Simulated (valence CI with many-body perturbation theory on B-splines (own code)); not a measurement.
The numbers below are computed, except where a source is named.
## Level structure of Tm LV

Method: relativistic CI+MBPT: five valence electrons over a frozen Dirac-Fock core [Ne], a basis of 9 s, 9 p, 8 d, 6 f, 3 g, 1 h functions for each j, with the one-electron correlation potential Σ1 (screened to all orders), the two-electron term Σ2, the three-electron term Σ3, Breit, model QED; selected single and double excitations, second order for the rest, scaled by the run's own slope (own B-spline code, finite nucleus).

No measured spectrum was set against this ion. As an estimate, large intervals hold to a few tenths of a per cent, small ones and those within an open d or f shell to about a per cent. Among the levels kept, up to 1300 cm⁻¹ of a level comes from second order outside the variational space, and about a tenth of that is noise between levels of different J, which matters for small intervals.

Levels 1 to 34 of 34, with energies above the lowest level, (3s^2 3p1/2^2 3p3/2) J=3/2. "Leading %" is the weight of the configuration and term that name the level; weights of strongly mixed levels are sums over their largest components and can fall short, so below about 35 % the name and the second component can differ from the true leading terms, or belong to a minority configuration. In the jj column 3d3/2^4 stands for four electrons in 3d with j = 3/2.

| No. | Configuration | Term | J | E (eV) | Leading % | Leading jj | Second component |
| --- | --- | --- | --- | --- | --- | --- | --- |
| 1 | 3s2 3p3 | 2P° | 3/2 | 0.00 | 47 | 3s^2 3p1/2^2 3p3/2 (99 %) | 27 % 3s2 3p3 2D° |
| 2 | 3s2 3p2 3d | 2D | 3/2 | 209.79 | 40 | 3s^2 3p1/2^2 3d3/2 (99 %) | 34 % 3s2 3p2 3d 4F |
| 3 | 3s2 3p3 | 4S° | 3/2 | 241.66 | 55 | 3s^2 3p1/2 3p3/2^2 (99 %) | 44 % 3s2 3p3 2D° |
| 4 | 3s2 3p3 | 2D° | 5/2 | 252.61 | 99 | 3s^2 3p1/2 3p3/2^2 (99 %) |  |
| 5 | 3s2 3p3 | 2P° | 1/2 | 266.59 | 99 | 3s^2 3p1/2 3p3/2^2 (99 %) |  |
| 6 | 3s2 3p2 3d | 2D | 5/2 | 279.64 | 32 | 3s^2 3p1/2^2 3d5/2 (97 %) | 20 % 3s2 3p2 3d 4D |
| 7 | 3s 3p4 | 4P | 5/2 | 397.91 | 66 | 3s 3p1/2^2 3p3/2^2 (91 %) | 26 % 3s 3p4 2D |
| 8 | 3s 3p4 | 2P | 3/2 | 425.59 | 33 | 3s 3p1/2^2 3p3/2^2 (70 %) | 26 % 3s 3p4 2D |
| 9 | 3s 3p4 | 2S | 1/2 | 426.62 | 53 | 3s 3p1/2^2 3p3/2^2 (85 %) | 25 % 3s 3p4 4P |
| 10 | 3s2 3p2 3d | 4F | 5/2 | 449.39 | 46 | 3s^2 3p1/2 3p3/2 3d3/2 (98 %) | 46 % 3s2 3p2 3d 2F |
| 11 | 3s2 3p2 3d | 4F | 3/2 | 452.22 | 33 | 3s^2 3p1/2 3p3/2 3d3/2 (92 %) | 29 % 3s2 3p2 3d 4D |
| 12 | 3s2 3p2 3d | 4D | 1/2 | 452.22 | 80 | 3s^2 3p1/2 3p3/2 3d3/2 (99 %) | 13 % 3s2 3p2 3d 2P |
| 13 | 3s2 3p2 3d | 2G | 7/2 | 460.66 | 50 | 3s^2 3p1/2 3p3/2 3d3/2 (97 %) | 26 % 3s2 3p2 3d 2F |
| 14 | 3s2 3p2 3d | 2D | 5/2 | 487.62 | 35 | 3s^2 3p1/2 3p3/2 3d3/2 (91 %) | 24 % 3s2 3p2 3d 2F |
| 15 | 3s2 3p2 3d | 2P | 1/2 | 496.30 | 39 | 3s^2 3p1/2 3p3/2 3d3/2 (88 %) | 32 % 3s2 3p2 3d 4P |
| 16 | 3s2 3p2 3d | 2D | 3/2 | 496.45 | 26 | 3s^2 3p1/2 3p3/2 3d3/2 (78 %) | 23 % 3s2 3p2 3d 4P |
| 17 | 3s2 3p2 3d | 4D | 7/2 | 508.20 | 47 | 3s^2 3p1/2 3p3/2 3d5/2 (99 %) | 37 % 3s2 3p2 3d 4F |
| 18 | 3s2 3p3 | 2P° | 3/2 | 509.95 | 51 | 3s^2 3p3/2^3 (98 %) | 28 % 3s2 3p3 2D° |
| 19 | 3s2 3p2 3d | 2P | 3/2 | 518.61 | 44 | 3s^2 3p1/2 3p3/2 3d5/2 (95 %) | 23 % 3s2 3p2 3d 4P |
| 20 | 3s2 3p2 3d | 2G | 9/2 | 520.12 | 61 | 3s^2 3p1/2 3p3/2 3d5/2 (99 %) | 38 % 3s2 3p2 3d 4F |
| 21 | 3s2 3p2 3d | 2F | 5/2 | 522.14 | 35 | 3s^2 3p1/2 3p3/2 3d5/2 (95 %) | 26 % 3s2 3p2 3d 2D |
| 22 | 3s2 3p2 3d | 2D | 5/2 | 542.23 | 41 | 3s^2 3p1/2 3p3/2 3d5/2 (93 %) | 33 % 3s2 3p2 3d 4P |
| 23 | 3s2 3p2 3d | 2F | 7/2 | 542.51 | 59 | 3s^2 3p1/2 3p3/2 3d5/2 (95 %) | 18 % 3s2 3p2 3d 2G |
| 24 | 3s2 3p2 3d | 2D | 3/2 | 550.40 | 61 | 3s^2 3p1/2 3p3/2 3d5/2 (97 %) | 21 % 3s2 3p2 3d 2P |
| 25 | 3s2 3p2 3d | 2P | 1/2 | 553.92 | 54 | 3s^2 3p1/2 3p3/2 3d5/2 (95 %) | 36 % 3s2 3p2 3d 2S |
| 26 | 3s 3p3 3d | 4D° | 5/2 | 603.15 | 29 | 3s 3p1/2^2 3p3/2 3d3/2 (94 %) | 21 % 3s 3p3 3d 4F° |
| 27 | 3s 3p3 3d | 4D° | 3/2 | 605.18 | 26 | 3s 3p1/2^2 3p3/2 3d3/2 (95 %) | 24 % 3s 3p3 3d 6D° |
| 28 | 3s 3p3 3d | 4P° | 1/2 | 606.99 | 44 | 3s 3p1/2^2 3p3/2 3d3/2 (96 %) | 31 % 3s 3p3 3d 6D° |
| 29 | 3s 3p3 3d | 4F° | 7/2 | 612.38 | 23 | 3s 3p1/2^2 3p3/2 3d3/2 (91 %) | 18 % 3s 3p3 3d 6D° |
| 30 | 3s 3p3 3d | 2D° | 3/2 | 629.32 | 27 | 3s 3p1/2^2 3p3/2 3d3/2 (81 %) | 13 % 3s 3p3 3d 4F° |
| 31 | 3s 3p3 3d | 4G° | 5/2 | 640.80 | 22 | 3s 3p1/2^2 3p3/2 3d3/2 (81 %) | 21 % 3s 3p3 3d 2F° |
| 32 | 3s 3p3 3d | 4D° | 1/2 | 644.58 | 44 | 3s 3p1/2^2 3p3/2 3d3/2 (88 %) | 24 % 3s 3p3 3d 2P° |
| 33 | 3s 3p4 | 4P | 3/2 | 650.94 | 68 | 3s 3p1/2 3p3/2^3 (86 %) | 18 % 3s 3p4 2D |
| 34 | 3s 3p3 3d | 4F° | 9/2 | 662.60 | 48 | 3s 3p1/2^2 3p3/2 3d5/2 (98 %) | 32 % 3s 3p3 3d 6D° |

The ionisation energy to 3s2 3p2 3P_0 of the next ion comes out as 5159.4 eV (NIST: 5157 ± 5 eV (theoretical)). All 34 levels together are meant to be complete up to 666.42 eV.
